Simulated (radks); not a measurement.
The numbers below are computed, except where a source is named.
Problem. Valence configurations of neutral thallium. Code: a radial shooting solver on a logarithmic mesh with Libxc functionals. Model: scalar-relativistic Kohn-Sham, SCAN, spin-polarised, spherical densities, finite nucleus; open shells are filled with parallel spins first (spin-orbit coupling, left out, can overturn this in heavy ions); meta-GGA in the generalised Kohn-Sham scheme; Fermi nuclear charge, rms radius 5.4759 fm. Order these by energy: [Xe] 4f13 5d10 6s1.5 6p2.5; [Xe] 4f13 5d9 6s1.5 6p3.5; [Xe] 4f13 5d10 6s0.5 6p3.5; [Xe] 4f14 5d10 6s1.5 6p1.5; [Xe] 4f11.5 5d10 6s2 6p3.5; [Hg] 6p1; [Xe] 4f14 5d10 6s1 6p2; [Xe] 4f13.5 5d10 6s2 6p1.5; [Xe] 4f14 5d9 6s2 6p2; [Xe] 4f13 5d10 6s2 6p2.

Solution. From the lowest, in eV above it: [Hg] 6p1 0.000; [Xe] 4f14 5d10 6s1.5 6p1.5 3.298; [Xe] 4f14 5d10 6s1 6p2 6.120; [Xe] 4f14 5d9 6s2 6p2 14.203; [Xe] 4f13.5 5d10 6s2 6p1.5 58.289; [Xe] 4f13 5d10 6s2 6p2 120.62; [Xe] 4f13 5d10 6s1.5 6p2.5 124.04; [Xe] 4f13 5d10 6s0.5 6p3.5 132.91; [Xe] 4f13 5d9 6s1.5 6p3.5 143.92; [Xe] 4f11.5 5d10 6s2 6p3.5 333.54. NIST lists [Hg] 6p1 as the ground configuration; this level of theory agrees among the configurations tried. The energies are those of spherical high-spin densities, not of single terms.
